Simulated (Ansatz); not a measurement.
Isolated molecules relaxed with PBE0-D4/def2-TZVP in Ansatz; ΔE leaves out vibrations. CBS: MP2 limit from def2 TZ/QZ plus the TZ coupled-cluster correction, frozen cores. This one scheme is used for every species. DFT in def2-TZVPP. Each species was taken in one conformer, which may not be the lowest.

`[NH2][Al]([NH2])[Cl]` + H₂ → `[NH2][AlH][Cl]` + NH₃  (hydrogenolysis of the Al–N bond)

| level | ΔE (kJ/mol) |
| --- | --- |
| r2SCAN-D4 | 68.5 |
| B97M-V | 51.7 |

What does CCSD(T)/CBS give? (Best estimate.)

The calculation gave: +65.9 kJ/mol. The listed levels differ from it by 2.6, -14.2 kJ/mol.

Largest T1 diagnostic among the species: 0.009.

In def2-TZVPP, CCSD(T) changes the Hartree–Fock value by +11.8 kJ/mol (the triples alone add +2.3 kJ/mol) and MP2 by +19.1 kJ/mol. Leaving LDA and LC-ωPBE aside and taking each functional with its dispersion term where it has one, the values spread over 16.7 kJ/mol, from B97M-V to r2SCAN-D4. LDA lies +5.8 kJ/mol from PBE without D4. At CCSD(T), def2-SVP lies −12.4 kJ/mol from the extrapolated value and def2-TZVPP −2.3 kJ/mol.
